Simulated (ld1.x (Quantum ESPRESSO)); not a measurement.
## I (Z = 53): one change to a TM potential, before and after

I, norm-conserving Troullier–Martins (Kleinman–Bylander form), made with ld1.x (Quantum ESPRESSO) 7.5 (PBEsol, fully relativistic). Core [Kr] 4d10, reference 5s2 5p5. Waves: 5s (bound): rc 1.75 bohr; 5p (bound): rc 2.05 bohr. Local part: all-electron potential smoothed inside 1.65 bohr (lloc = -1). Core correction: Bessel-smoothed model core inside 0.90 bohr.

Open shells are filled in proportion to 2j + 1 (rel_dist='average').

All-electron outer shells of the reference configuration (PBEsol, scalar-relativistic, ld1.x):

```tsv
shell	level (eV)	outermost node (bohr)	outermost maximum (bohr)
4p	-127.38	0.37	0.72
4d	-50.21	0.35	0.78
5s	-17.45	0.88	1.70
5p	-7.10	0.96	2.02
```

Change: functional revPBE.

Cutoffs: the cutoffs (Ry, on a coarse ladder) from which the occupation-weighted sum of valence levels, in a spherical-Bessel basis at the reference potential, stays within 10 and 1 mRy of its value at 400 Ry; they do not see the model core or the augmentation charge, which bear on the density cutoff. Errors are all-electron minus pseudo energies relative to the spin-unpolarised reference configuration.

Problem. What does the change do?

Solution. The potential gets neither clearly harder nor softer (35 Ry and 45 Ry → 35 Ry and 45 Ry); both files keep a bound ghost (d, s); of the 6 tests that both files solve, the error grows in 2 and shrinks in 2 by more than 15 % and 0.3 meV (median size 1.5 → 0.9 meV).

| quantity | base | changed |
| --- | --- | --- |
| cutoff, loose | 35 Ry | 35 Ry |
| cutoff, tight | 45 Ry | 45 Ry |
| loose cutoff by channel (10 mRy a level) | s 30 Ry, p 15 Ry | s 30 Ry, p 12 Ry |
| bound ghosts | s, d | s, d |
| tests counted (converged, no solver errors) | 6 of 7 | 6 of 7 |
| error for 5s2 5p4, meV [ΔE 11.18 → 11.12 eV] | +1.9 | +1.5 |
| error for 5s2 5p3, meV [ΔE 31.09 → 30.94 eV] | +2.3 | -0.4 |
| error for 5s2 5p2, meV [ΔE 60.51 → 60.24 eV] | -22 | -30 |
| error for 5s2 5p5.3, meV [ΔE -1.79 → -1.78 eV] | +0.1 | +0.2 |
| error for 5s2 5p4.5, meV [ΔE 4.55 → 4.52 eV] | +0.6 | +0.4 |
| error for 5s1 5p5, meV [ΔE 22.14 → 22.03 eV] | -1.0 | -2.5 |
| s: phases at 2.25 bohr within 0.05 rad from the reference energy up to (Ry; the scan ends near 5) | 5.0 | to the end of the scan |
| p1/2: phases at 2.25 bohr within 0.05 rad from the reference energy up to (Ry; the scan ends near 5) | 1.9 | 2.0 |
| p3/2: phases at 2.25 bohr within 0.05 rad from the reference energy up to (Ry; the scan ends near 5) | 1.6 | 1.7 |

Base: Tests not counted: 5s2 5p1 (solver errors, printed error -51.2 eV). Changed file: Tests not counted: 5s2 5p1 (solver errors, printed error -74.8 eV). A true bound ghost makes a file unfit for plane-wave use even where its test errors are small: the radial tests pick states by their node count and pass the ghost by. Where a test does run into it, the solver fails or the error is huge.
